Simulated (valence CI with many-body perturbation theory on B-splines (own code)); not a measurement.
# Tc V in brief

Level of theory: relativistic CI+MBPT: three valence electrons over a frozen Dirac-Fock core [Kr], radial functions for each j: 9 s, 9 p, 10 d, 8 f, 5 g, 3 h, 1 i, with the one-electron correlation potential Σ1 (screened to all orders), the two-electron term Σ2, the three-electron term Σ3, Breit, model QED; selected single and double excitations, second order for the rest, scaled by the run's own slope (own B-spline code, finite nucleus).

No measured levels were compared; by estimate terms of the open shell hold to 2 to 4 % of their energy, and close levels can change places; different configurations can be misplaced against each other by 1,000 to 8,000 cm⁻¹. Core correlation moves these levels by up to 16000 cm⁻¹, and in measured spectra 5 to 20 % of such shifts remained as error; rates that hang on mixing are uncertain with them.

Rates and lifetimes use the calculated energies. Strong lines usually hold to 10 to 20 %, long lifetimes can be off by a factor of two.

(1) What is the ground level?

(2) Where does the other parity begin?

(3) How is the term 4F of the ground level split?

(4) How well does LS coupling describe the low levels?

(5) Name the longest-lived excited levels whose lifetime is computed, and their main decay.

## Answers

(1) 4d3 4F_3/2, composition 98 % 4d3 4F + 2 % 4d3 2D, g = 0.405.

(2) At 4d2 5p 4G°_5/2, 161960 cm⁻¹.

(3) J = 3/2 at 0.0, J = 5/2 at 1092, J = 7/2 at 2440, J = 9/2 at 3929 cm⁻¹.

(4) Among the lowest 20 levels the leading LS term, summed over configurations, holds 90 % on average. For single configurations the figures are 90 % in LS and 67 % in jj coupling. Terms mix most in the J = 3/2 level at 17605 cm⁻¹, where the leading one holds 49 %.

(5) 4d3 4F_5/2 at 1092 cm⁻¹ lives 17.9 s, mostly by M1 to 4d3 4F_3/2; 4d3 4P_1/2 at 12639 cm⁻¹ lives 13.7 s, mostly by E2 to 4d3 4F_3/2; 4d3 4F_9/2 at 3929 cm⁻¹ lives 11.3 s, mostly by M1 to 4d3 4F_7/2.
